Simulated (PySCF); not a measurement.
Cd(F)(I), SMILES [F][Cd][I] (B3LYP/def2-SVP optimised geometry):

```
3

Cd     0.325    -0.003     0.000
F      2.267    -0.003     0.000
I     -2.267     0.003     0.001
```

Calculation: B3LYP/def2-TZVP, def2 effective core potentials past Kr (PySCF 2.14.0).

### Question
What are the frontier orbital energies and the dipole moment?

### Answer
HOMO-2 -9.37 eV, HOMO-1 -7.79 eV, HOMO -7.79 eV, LUMO -2.80 eV, LUMO+1 -0.97 eV; dipole moment 1.55 D.

On the same geometry PySCF with PBE/def2-TZVP, def2 effective core potentials past Kr gives HOMO-2 -8.17 eV, HOMO-1 -6.90 eV, HOMO -6.90 eV, LUMO -3.33 eV, LUMO+1 -1.35 eV; dipole moment 1.46 D.
